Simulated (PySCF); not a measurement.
PySCF input for Ge(H)4 cation (GeH4), SMILES [GeH4] (connectivity only; charge and spin as stated), charge +1, multiplicity 2, TDA-B3LYP/def2-TZVPD. The structure is a stationary point at PBE-D3(BJ)/def2-TZVPD. The geometry has at least one imaginary mode, so it is a saddle point at that level. The multiplicity is an assumed one; other spin states were not compared. The isomer is the one that the SMILES or the coordinates give; other isomers of the formula were not compared.

```python
import numpy as np
from pyscf import gto, scf, dft, tdscf

mol = gto.M(
    atom='''
    Ge    0.00000000    0.00000000    0.00000000
    H    -1.03804779   -1.03804779    0.57406660
    H     1.03804779    1.03804779    0.57406660
    H    -1.03804779    1.03804779   -0.57406660
    H     1.03804779   -1.03804779   -0.57406660
    ''',
    basis='def2-TZVPD',
    charge=1,
    spin=1,
    max_memory=1600,
    verbose=4,
)
mf = dft.UKS(mol, xc='b3lyp').density_fit(auxbasis='def2-universal-jkfit')
mf.grids.level = 3
mf.conv_tol = 1e-9
mf.max_cycle = 100
mf.kernel()
fine, coarse = mf.grids, dft.Grids(mol).set(level=1).build(with_non0tab=True)
for _ in range(3):  # follow internal instabilities
    mf.grids = coarse
    mo, _, stable, _ = mf.stability(return_status=True, nroots=4)
    mf.grids = fine
    if stable:
        break
    mf.kernel(mf.make_rdm1(mo, mf.mo_occ))
mf.grids = dft.Grids(mol).set(level=1).build(with_non0tab=True)  # coarser grid for the response kernel
td = tdscf.TDA(mf)
td.nstates = 10
td.conv_tol = 1e-4
td.positive_eig_threshold = 1e-6
td.kernel(x0=td.get_init_guess(mf, 15))
td.analyze()
```

Program output:

```
PySCF version 2.14.0

[INPUT] verbose = 4
[INPUT] num. atoms = 5
[INPUT] num. electrons = 35
[INPUT] charge = 1
[INPUT] spin (= nelec alpha-beta = 2S) = 1
[INPUT] symmetry False subgroup None
[INPUT] Mole.unit = angstrom
[INPUT] Symbol           X                Y                Z      unit          X                Y                Z       unit  Magmom
[INPUT]  1 Ge     0.000000000000   0.000000000000   0.000000000000 AA    0.000000000000   0.000000000000   0.000000000000 Bohr   0.0
[INPUT]  2 H     -1.038047790000  -1.038047790000   0.574066600000 AA   -1.961626027310  -1.961626027310   1.084828651260 Bohr   0.0
[INPUT]  3 H      1.038047790000   1.038047790000   0.574066600000 AA    1.961626027310   1.961626027310   1.084828651260 Bohr   0.0
[INPUT]  4 H     -1.038047790000   1.038047790000  -0.574066600000 AA   -1.961626027310   1.961626027310  -1.084828651260 Bohr   0.0
[INPUT]  5 H      1.038047790000  -1.038047790000  -0.574066600000 AA    1.961626027310  -1.961626027310  -1.084828651260 Bohr   0.0

nuclear repulsion = 44.2240803562381
number of shells = 38
number of NR pGTOs = 150
number of NR cGTOs = 90
basis = def2-TZVPD
ecp = {}


[settings echo left out]
init E= -2078.58843335784
  alpha nocc = 18  HOMO = -0.288305950498934  LUMO = -0.0580024747640007
  beta  nocc = 17  HOMO = -0.368163916987838  LUMO = -0.288305950498933

WARN: HOMO -0.288305950498934 >= LUMO -0.288305950498933

cycle= 1 E= -2078.96266864093  delta_E= -0.374  |g|= 0.537  |ddm|= 1.34
  alpha nocc = 18  HOMO = -0.623127868242009  LUMO = -0.316387648126585
  beta  nocc = 17  HOMO = -0.662585939849014  LUMO = -0.537969409194758
  HOMO = -0.623127868242  LUMO = -0.537969409195  gap/eV = 2.31728
cycle= 2 E= -2078.95318417426  delta_E= 0.00948  |g|= 0.665  |ddm|= 0.64
  alpha nocc = 18  HOMO = -0.591923834196959  LUMO = -0.282459693108336
  beta  nocc = 17  HOMO = -0.627525371677373  LUMO = -0.50262339904799
  HOMO = -0.591923834197  LUMO = -0.502623399048  gap/eV = 2.42999
cycle= 3 E= -2079.0200098575  delta_E= -0.0668  |g|= 0.0161  |ddm|= 0.376
  alpha nocc = 18  HOMO = -0.581799559095461  LUMO = -0.271628759632209
  beta  nocc = 17  HOMO = -0.614013254497004  LUMO = -0.488713045223081
  HOMO = -0.581799559095  LUMO = -0.488713045223  gap/eV = 2.53301
cycle= 4 E= -2079.02023178235  delta_E= -0.000222  |g|= 0.00718  |ddm|= 0.0394
  alpha nocc = 18  HOMO = -0.583279100759908  LUMO = -0.272687103039946
  beta  nocc = 17  HOMO = -0.614616186709414  LUMO = -0.488923161528599
  HOMO = -0.58327910076  LUMO = -0.488923161529  gap/eV = 2.56756
cycle= 5 E= -2079.02026948175  delta_E= -3.77e-05  |g|= 0.00157  |ddm|= 0.0109
  alpha nocc = 18  HOMO = -0.583700871550406  LUMO = -0.272728085373863
  beta  nocc = 17  HOMO = -0.614568703167074  LUMO = -0.488718940256187
  HOMO = -0.58370087155  LUMO = -0.488718940256  gap/eV = 2.58459
cycle= 6 E= -2079.0202730494  delta_E= -3.57e-06  |g|= 0.000266  |ddm|= 0.00384
  alpha nocc = 18  HOMO = -0.583713656764112  LUMO = -0.272735312595366
  beta  nocc = 17  HOMO = -0.614497637508109  LUMO = -0.48864975686067
  HOMO = -0.583713656764  LUMO = -0.488649756861  gap/eV = 2.58682
cycle= 7 E= -2079.02027318092  delta_E= -1.32e-07  |g|= 3.2e-05  |ddm|= 0.000887
  alpha nocc = 18  HOMO = -0.583712408714758  LUMO = -0.272735280246025
  beta  nocc = 17  HOMO = -0.614497289127944  LUMO = -0.488650928941479
  HOMO = -0.583712408715  LUMO = -0.488650928941  gap/eV = 2.58675
cycle= 8 E= -2079.02027318265  delta_E= -1.73e-09  |g|= 4.27e-06  |ddm|= 9.6e-05
  alpha nocc = 18  HOMO = -0.583712012333514  LUMO = -0.27273505077722
  beta  nocc = 17  HOMO = -0.614496307782584  LUMO = -0.488650842560063
  HOMO = -0.583712012334  LUMO = -0.48865084256  gap/eV = 2.58675
cycle= 9 E= -2079.02027318267  delta_E= -2.23e-11  |g|= 3.34e-07  |ddm|= 1.04e-05
  alpha nocc = 18  HOMO = -0.583712009339892  LUMO = -0.272735037739714
  beta  nocc = 17  HOMO = -0.614496275666148  LUMO = -0.488650850781998
  HOMO = -0.58371200934  LUMO = -0.488650850782  gap/eV = 2.58675
Extra cycle  E= -2079.02027318265  delta_E= 2.05e-11  |g|= 8.62e-08  |ddm|= 5.62e-07
converged SCF energy = -2079.02027318265  <S^2> = 0.75758956  2S+1 = 2.0075752
tot grids = 17304
uhf_internal: lowest eigs of H = [0.15799041 0.15799166 0.46620226 0.47317421]
<class 'pyscf.df.df_jk.DFUKS'> wavefunction is stable in the internal stability analysis
tot grids = 17304
Overwritten attributes  positive_eig_threshold  of <class 'pyscf.tdscf.uks.TDA'>


******** <class 'pyscf.tdscf.uks.TDA'> for <class 'pyscf.df.df_jk.DFUKS'> ********
nstates = 10
deg_eia_thresh = 1.000e-03
wfnsym = None
conv_tol = 0.0001
eigh lindep = 1e-12
eigh level_shift = 0
eigh max_cycle = 100


Excitation energies (eV)
[2.39634104 2.39634104 6.5638665  7.3284231  7.32842311 7.68509478
 8.29000874 8.70954309 8.70954309 8.91368304]

** Excitation energies and oscillator strengths **
Excited State   1:      2.39634 eV    517.39 nm  f=0.0317
      16a ->   19a     -0.10974
      17a ->   20a     -0.10256
      16b ->   18b     -0.97758
Excited State   2:      2.39634 eV    517.39 nm  f=0.0317
      16a ->   20a      0.10256
      17a ->   19a      0.10974
      17b ->   18b      0.97758
Excited State   3:      6.56387 eV    188.89 nm  f=0.0000
      18a ->   19a      0.99160
Excited State   4:      7.32842 eV    169.18 nm  f=0.0036
      16a ->   19a      0.51919
      17a ->   20a      0.18749
      16b ->   19b     -0.79640
      17b ->   20b     -0.19121
Excited State   5:      7.32842 eV    169.18 nm  f=0.0036
      16a ->   20a      0.18749
      17a ->   19a      0.51919
      16b ->   20b     -0.19121
      17b ->   19b     -0.79640
Excited State   6:      7.68509 eV    161.33 nm  f=0.0046
      16a ->   22a      0.10388
      17a ->   21a      0.10388
      18a ->   20a      0.76929
      15b ->   18b      0.60253
Excited State   7:      8.29001 eV    149.56 nm  f=0.0716
      16a ->   22a     -0.10958
      17a ->   21a     -0.10958
      18a ->   20a      0.61027
      15b ->   18b     -0.75187
Excited State   8:      8.70954 eV    142.35 nm  f=0.0317
      16a ->   19a     -0.71210
      17a ->   20a      0.10186
      18a ->   21a      0.25247
      16b ->   19b     -0.50903
      17b ->   20b      0.36829
Excited State   9:      8.70954 eV    142.35 nm  f=0.0317
      16a ->   20a     -0.10186
      17a ->   19a      0.71210
      18a ->   22a     -0.25247
      16b ->   20b     -0.36829
      17b ->   19b      0.50903
Excited State  10:      8.91368 eV    139.09 nm  f=0.0052
      16a ->   19a     -0.32978
      17a ->   20a      0.49608
      18a ->   21a      0.23131
      16b ->   19b      0.12414
      16b ->   20b      0.13599
      17b ->   20b     -0.72992

** Transition electric dipole moments (AU) **
state          X           Y           Z        Dip. S.      Osc.
  1        -0.7325      0.0615      0.0000      0.5404      0.0317
  2         0.0615      0.7325     -0.0000      0.5404      0.0317
  3         0.0000      0.0000     -0.0000      0.0000      0.0000
  4         0.1419     -0.0119     -0.0000      0.0203      0.0036
  5         0.0119      0.1419     -0.0000      0.0203      0.0036
  6         0.0000     -0.0000      0.1556      0.0242      0.0046
  7        -0.0000     -0.0000     -0.5936      0.3524      0.0716
  8         0.3840     -0.0323     -0.0000      0.1485      0.0317
  9        -0.0323     -0.3840      0.0000      0.1485      0.0317
 10         0.1536     -0.0129      0.0000      0.0238      0.0052

** Transition velocity dipole moments (imaginary part, AU) **
state          X           Y           Z        Dip. S.      Osc.
  1         0.0792     -0.0066     -0.0000      0.0063      0.0478
  2        -0.0066     -0.0792      0.0000      0.0063      0.0478
  3         0.0000      0.0000     -0.0000      0.0000      0.0000
  4         0.0257     -0.0022     -0.0000      0.0007      0.0016
  5         0.0022      0.0257     -0.0000      0.0007      0.0016
  6         0.0000      0.0000     -0.0427      0.0018      0.0043
  7         0.0000     -0.0000     -0.0885      0.0078      0.0171
  8         0.0140     -0.0012     -0.0000      0.0002      0.0004
  9        -0.0012     -0.0140      0.0000      0.0002      0.0004
 10         0.0437     -0.0037      0.0000      0.0019      0.0039

** Transition magnetic dipole moments (imaginary part, AU) **
state          X           Y           Z
  1         0.6608      0.0555      0.0000
  2        -0.0555      0.6608      0.0000
  3        -0.0000     -0.0000     -0.0000
  4         0.2519      0.0211     -0.0000
  5         0.0211     -0.2519      0.0000
  6         0.0000     -0.0000     -0.0000
  7        -0.0000      0.0000      0.0000
  8         1.0243      0.0862      0.0000
  9        -0.0862      1.0243      0.0000
 10         0.3661      0.0308      0.0000
```

Self-consistency was reached.
